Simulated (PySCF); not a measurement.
## Nitrogen: a sound run and one with changed settings

Sound run: N(2+) [He] 2s2 2p1, N(3+) [He] 2s2. Calculation: PySCF 2.14, in cc-pVDZ (3s2p1d, 14 functions); the non-relativistic Hamiltonian (point nucleus). The sound run starts from symmetry-adapted Hartree-Fock orbitals and uses a fine grid where one is needed.

A second run was set up differently.

```csv
species,method,sound run (hartree),changed run (hartree),converged
N(2+),UHF,-52.80564,-52.80564,yes
N(2+),B3LYP,-52.94794,-52.94767,yes
N(2+),M06-2X,-52.94743,-52.93962,yes
N(3+),UHF,-51.06729,-51.06729,yes
N(3+),B3LYP,-51.17163,-51.17049,yes
N(3+),M06-2X,-51.19615,-51.17777,yes
```

Ionisation energy of N(2+):

| method | sound run (eV) | changed run (eV) |
| --- | --- | --- |
| UHF | 47.303 | 47.303 |
| B3LYP | 48.336 | 48.360 |
| M06-2X | 47.655 | 47.942 |

(1) What was changed?
A. radial grid too coarse
B. all electrons correlated in a valence basis
C. level shift left on
D. minimal basis

Answers

(1) A. It used radial step 0.5 in ln r (0.13 in the sound run). A coarse radial grid mis-integrates the density and the exchange-correlation energy, with errors of either sign; Hartree-Fock needs no grid.
